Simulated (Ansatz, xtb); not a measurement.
Two conformers of C3H7Li

We compare I, `[Li][CH2]CC`, a singlet, with II, `[Li][CH2]CC`, a singlet. Both are isolated molecules in the gas phase, relaxed with B3LYP-D3(BJ)/def2-SVP.

I (Å):

| atom | x (Å) | y (Å) | z (Å) |
| --- | --- | --- | --- |
| C | 0.7017 | 0.0843 | 0.0576 |
| C | 0.2582 | -1.1029 | -0.8139 |
| C | -1.2579 | -1.1908 | -1.0070 |
| Li | -0.0047 | 1.8751 | -0.4795 |
| H | 1.8094 | 0.0897 | 0.1193 |
| H | 0.3769 | -0.1138 | 1.1030 |
| H | 0.7320 | -1.0373 | -1.8126 |
| H | 0.5958 | -2.0791 | -0.4019 |
| H | -1.7762 | -1.2568 | -0.0343 |
| H | -1.6497 | -0.2901 | -1.5198 |
| H | -1.5615 | -2.0671 | -1.6057 |

II (Å):

```
atom    x (Å)    y (Å)    z (Å)
   C   1.3009  -0.0838  -1.2507
   C   0.7111   0.0234   0.1672
   C   0.9644   1.3627   0.8731
  Li   1.0314  -1.7793  -2.2580
   H   0.9037   0.7630  -1.8533
   H   2.3907   0.1308  -1.1870
   H  -0.3832  -0.1504   0.1410
   H   1.1109  -0.7858   0.8105
   H   2.0470   1.5555   0.9680
   H   0.5253   1.3987   1.8871
   H   0.5370   2.1976   0.2913
```

Energies in hartree; the thermal terms are from B3LYP-D3(BJ)/def2-SVP harmonic frequencies (ideal gas, rigid rotor, one conformer each, 298.15 K, 1 atm) and include the zero-point energy:

```
                               I           II
E, CCSD(T)/def2-TZVP  −125.754066  −125.754080
   zero-point energy     0.090628     0.090711
        H(298 K) − E     0.097295     0.097393
        G(298 K) − E     0.062845     0.063045
```

Work out ΔE, ΔE₀, ΔH and ΔG for I → II in kJ/mol (1 Eh = 2625.50 kJ/mol) and the equilibrium ratio [II]/[I].

1. ΔE = −125.754080 − (−125.754066) = −0.000014 Eh = −0.04 kJ/mol.
2. ΔE₀ = ΔE + ΔZPE = −0.000014 + (+0.000083) Eh = +0.18 kJ/mol.
3. ΔH = ΔE + (+0.000098) Eh = +0.22 kJ/mol.
4. ΔG = ΔE + (+0.000200) Eh = +0.49 kJ/mol, so ΔS = (ΔH − ΔG)/T = −0.9 J/(mol K).
5. kT = 0.9442 mEh, so K = [II]/[I] = exp(−ΔG/kT) = exp(−0.20) ≈ 0.82.

The two are too close for this level to say which is favoured. An error of 4 kJ/mol in ΔG would change K by a factor of 5. Mirror images and further conformers aren't counted.

Other levels gave ΔE = +1.1 (B3LYP-D3(BJ)/def2-SVP); −0.1 (HF/def2-TZVP); −0.2 (MP2/def2-TZVP) kJ/mol. The correlated steps freeze 3 core orbitals; the last core shell of Li is correlated, in a basis made for valence electrons. Programs: Ansatz 0.2.0.
